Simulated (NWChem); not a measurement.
Species: C6H4Cl, doublet; SMILES Clc1c[c]ccc1

In the optimisation the excess spin sits in a' (Cs, its own frame).

Q: Give the equilibrium geometry at PBE-D3(BJ)/def2-SVP, spin-unrestricted (NWChem) as a list of bonds and angles, with the point group.

A: point group Cs; any orientation.
Bonded distances (Å): Cl1–C2 1.746, C2–C3 1.414, C2–C7 1.407, C3–C4 1.382, C3–H8 1.100, C4–C5 1.384, C5–C6 1.412, C5–H9 1.101, C6–C7 1.403, C6–H10 1.102, C7–H11 1.099. Angles (°): Cl1–C2–C3 119.3, Cl1–C2–C7 119.6, C3–C2–C7 121.1, C2–C3–C4 115.5, C2–C3–H8 120.6, C4–C3–H8 123.9, C3–C4–C5 126.8, C4–C5–C6 116.0, C4–C5–H9 122.9, C6–C5–H9 121.1, C5–C6–C7 120.8, C5–C6–H10 119.7, C7–C6–H10 119.5, C2–C7–C6 119.8, C2–C7–H11 119.3, C6–C7–H11 120.8.
